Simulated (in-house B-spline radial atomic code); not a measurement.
Checks on a self-consistent run for the technetium ion Tc⁶⁺, [Kr] 7s1. Method: Dirac-Hartree-Fock, average of configuration, Fermi nucleus of rms radius 4.41117 fm. Calculated with an all-electron radial atomic-structure program (B-spline basis).

```tsv
orbital	q	ε (Eh)	<1/r>	<r²>	small-component weight
1s1/2	2	-781.89618	44.7099	0.00158568	0.024644
2s1/2	2	-117.63286	10.2289	0.0262153	0.0051014
2p1/2	2	-108.39913	10.1695	0.0198555	0.005075
2p3/2	4	-104.02775	9.66444	0.0211981	0.0049038
3s1/2	2	-24.77169	3.53339	0.194231	0.001389
3p1/2	2	-21.17085	3.42599	0.19198	0.0013287
3p3/2	4	-20.41074	3.30762	0.201317	0.0012854
3d3/2	4	-14.07455	3.10861	0.186492	0.0011579
3d5/2	6	-13.93025	3.07754	0.189513	0.0011447
4s1/2	2	-6.71442	1.33479	1.16236	0.00033551
4p1/2	2	-5.45845	1.23939	1.31932	0.00029882
4p3/2	4	-5.32755	1.20897	1.37066	0.00029008
7s1/2	1	-0.90671	0.234236	37.8276	3.0795e-05
```

Electron-electron repulsion V_ee = 1482.0012 hartree.

(1) What total energy follows from the eigenvalues?

(2) Does the Dirac virial theorem hold?

(3) What diamagnetic shielding (Lamb formula) and susceptibility (Langevin formula) do the radii give?

## Answers

(1) The eigenvalues count the repulsion twice, so E = Σqε - V_ee = -2791.938 - 1482.001 = -4273.939 hartree; the run printed -4273.939.

(2) For a point nucleus E = -2c²Σq·w, with w the small-component weight. Here Σq·w = 0.11379 and c = 137.0360, so the ratio E/(-2c²Σq·w) is 1.000029; the finite nucleus accounts for the departure from 1.

(3) σ = (α²/3)Σq<1/r> = 237.142/(3·137.036²) = 4209.4 ppm, and χ = -0.79199×10⁻⁶·Σq<r²> = -41.12×10⁻⁶ cm³/mol with Σq<r²> = 51.914 bohr². Both are non-relativistic formulas without the paramagnetism of open shells.
